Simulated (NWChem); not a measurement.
System meant: BeH₂; SMILES [BeH2]

Here is an NWChem input.

```
start job
memory heap 200 mb stack 900 mb global 1100 mb
geometry units angstroms noautosym nocenter noautoz
  Be     0.000000     0.000000     0.000000
  H      0.000000     0.000000     1.338991
  H      0.000000     0.000000    -1.338991
end
basis spherical
  * library def2-svp
end
dft
  xc m06-2x
  iterations 150
end
property
  shielding 2 1 2
end
task dft property
```

End of the output:

```
 Vector    6  Occ=0.000000D+00  E= 6.774499D-02
              MO Center= -9.4D-11, -9.3D-11,  3.4D-10, r^2= 7.2D+00
   Bfn.  Coefficient  Atom+Function         Bfn.  Coefficient  Atom+Function
  ----- ------------  ---------------      ----- ------------  ---------------
     3      1.929196  1 Be s                 11     -0.797597  2 H  s
    16     -0.797597  3 H  s                  2     -0.225075  1 Be s
    10     -0.162403  2 H  s                 15     -0.162403  3 H  s

 center of mass
 --------------
 x =   0.00000000 y =   0.00000000 z =   0.00000000

 moments of inertia (a.u.)
 ------------------
          12.905300164857           0.000000000000           0.000000000000
           0.000000000000          12.905300164857           0.000000000000
           0.000000000000           0.000000000000           0.000000000000

     Multipole analysis of the density
     ---------------------------------

     L   x y z        total         alpha         beta         nuclear
     -   - - -        -----         -----         ----         -------
     0   0 0 0     -0.000000     -3.000000     -3.000000      6.000000

     1   1 0 0      0.000000      0.000000      0.000000      0.000000
     1   0 1 0      0.000000      0.000000      0.000000      0.000000
     1   0 0 1      0.000000      0.000000      0.000000      0.000000

     2   2 0 0     -5.077475     -2.538738     -2.538738      0.000000
     2   1 1 0      0.000000      0.000000      0.000000      0.000000
     2   1 0 1     -0.000000     -0.000000     -0.000000      0.000000
     2   0 2 0     -5.077475     -2.538738     -2.538738      0.000000
     2   0 1 1      0.000000      0.000000      0.000000      0.000000
     2   0 0 2     -8.509429    -10.657265    -10.657265     12.805100

          -----------------------------------------
          Chemical Shielding Tensors (GIAO, in ppm)
          -----------------------------------------

 ------------------------------------------------------------------------
  xm06: d2 not coded                    0
 ------------------------------------------------------------------------
 ------------------------------------------------------------------------
  current input line :
    18: task dft property
 ------------------------------------------------------------------------
 ------------------------------------------------------------------------
 This error has not yet been assigned to a category
 ------------------------------------------------------------------------
 For more information see the NWChem manual at https://nwchemgit.github.io

0: xm06: d2 not coded:Received an Error in Communication
```

Task: Find the fault in this run and fix the input.

Result: The run crashed. Cause: this functional's second derivatives, which shieldings need, aren't coded here; the fix takes a hybrid GGA instead. This input runs:
```
start job
memory heap 200 mb stack 900 mb global 1100 mb
geometry units angstroms noautosym nocenter noautoz
  Be     0.000000     0.000000     0.000000
  H      0.000000     0.000000     1.338991
  H      0.000000     0.000000    -1.338991
end
basis spherical
  * library def2-svp
end
dft
  xc pbe0
  iterations 150
end
property
  shielding 2 1 2
end
task dft property
```
It converges to -15.85537 Ha (PBE0/def2-SVP, GIAO).
